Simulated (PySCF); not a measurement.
An unknown is described by computed data only.

Elements present: C, H, N and Si. Monoisotopic mass: 140.0770 u.

* Polarisability: 116.0 au [wB97X-D/def2-SVPD]
* Rotational structure: rotational constants A, B, C: 3.496, 0.744, 0.626 GHz [PBE0-D3(BJ)/def2-SVP]
* NMR, other nuclei: isotropic shieldings of nuclei other than C and H, by class: 113 (1 N), 212 (1 N), 399 (1 Si) ppm [GIAO PBE0/pcSseg-1]
* UV, first state: lowest singlet excitation: 5.22 eV (237 nm, f = 0.012) [TDDFT wB97X-D/def2-SVPD]
* Triplet: lowest triplet excitation (Tamm–Dancoff): 3.95 eV [TDA wB97X-D/def2-SVPD]
* XPS: Si2p3/2 107.3, C1s 289.4, C1s 289.8, C1s 290.3, C1s 290.5, C1s 291.3 (×2), N1s 404.8, N1s 405.0, Si1s 1847.1 eV [ΔSCF SCAN, pcX-2 on the ionised atom, pcseg-1 elsewhere, spin-free X2C, 2p3/2 from a spin–orbit splitting computed afterwards within the 2p shell]
* UV, strongest line: among the 10 lowest singlet transitions: S9 at 6.61 eV (188 nm, f = 0.349) [TDDFT wB97X-D/def2-SVPD]
* 13C NMR: chemical shifts (computed TMS as zero) by class: 148.6 (1 C), 129.7 (1 C), 106.5 (1 C), 106.5 (1 C), 41.0 (2 C) ppm [GIAO PBE0/pcSseg-1]
* Valence photoelectron: vertical ionisation energy: 6.90 eV [ΔSCF wB97X-D/def2-SVPD]
* 1H NMR: chemical shifts (computed TMS as zero) by class: 6.47 (1 H), 6.06 (1 H), 5.90 (1 H), 4.96 (3 H), 2.61 (6 H) ppm [GIAO PBE0/pcSseg-1]

Electronic properties: PySCF, gas phase, density fitting. Levels stand in brackets. Geometry: PBE0-D3(BJ)/def2-SVP; no solvent, vibrations or thermal averaging. NMR classes are plain means over equivalent atoms (diastereotopic ones count apart unless rotation or inversion swaps them), as if these changed places fast.

**Question.** Which formula fits the mass and the elements?

**Answer.** C6H12N2Si (calculated 140.0770). No other formula that holds each of these elements comes within 0.0003 u with a fitting electron parity and a possible valence count.

**Question.** What is the compound? Reason from the data.

**Answer.** Numbering: `[CH3:1][N:2]([CH3:3])[c:4]1[cH:5][cH:6][n:7]([SiH3:8])[cH:9]1`. Its formula, C6H12N2Si, gives 3 degrees of unsaturation: 1 ring and 2 π bonds in the structure found (Kekulé form). 6 carbons fall into 5 classes; from least to most shielded: aromatic carbon bearing nitrogen [C4] (148.6 ppm), aromatic CH next to a ring nitrogen [C6] (129.7 ppm), aromatic CH carbon [C5] (106.5 ppm), aromatic CH next to a ring nitrogen [C9] (106.5 ppm), N-methyl carbon [C1/C3] (41.0 ppm, 2 C). Hydrogen classes from least to most shielded: 1 H on an aromatic CH next to a ring nitrogen, C6 (6.47 ppm), 1 H on an aromatic CH carbon, C5 (6.06 ppm), 1 H on an aromatic CH next to a ring nitrogen, C9 (5.90 ppm), 3 H on an SiH3 silicon, Si8 (4.96 ppm), 6 H on 2 N-methyl carbons, C1/C3 (2.61 ppm, a mean of values up to 0.9 ppm apart in this geometry). The other shieldings belong to: 113 ppm, pyrrole-type nitrogen [N7]; 212 ppm, aniline-type nitrogen [N2]; 399 ppm, SiH3 silicon [Si8]. The core levels belong to: Si2p3/2 107.3 eV, SiH3 silicon [Si8]; C1s 289.4 eV, aromatic CH carbon [C5]; C1s 289.8 eV, aromatic CH next to a ring nitrogen [C9]; C1s 290.3 eV, aromatic CH next to a ring nitrogen [C6]; C1s 290.5 eV, aromatic carbon bearing nitrogen [C4]; C1s 291.3 eV, N-methyl carbon [C1/C3]; N1s 404.8 eV, aniline-type nitrogen [N2]; N1s 405.0 eV, pyrrole-type nitrogen [N7]; Si1s 1847.1 eV, SiH3 silicon [Si8]. One atom of each topological class was ionised and stands for its class. The first electron is taken from the HOMO, whose largest Löwdin shares are 0.30 on the aniline-type nitrogen, 0.20 on an aromatic CH next to a ring nitrogen, 0.12 on the aromatic carbon bearing nitrogen and 0.11 on the pyrrole-type nitrogen. The optimised geometry has point group C1 and is an asymmetric top. Structure: `CN(C)c1ccn([SiH3])c1`. Computed isomers that give other values at the same levels: `CC(C)c1nccn1[SiH3]` (rotational constant A: 1.742 GHz; this holds for the one conformer computed). The assignments are read from this structure; whether some other isomer fits the data as well wasn't checked.

Shape of the structure used: `[CH3:1][N:2]([CH3:3])[c:4]1[cH:5][cH:6][n:7]([SiH3:8])[cH:9]1`: C1–N2–C4–C5 -27°.
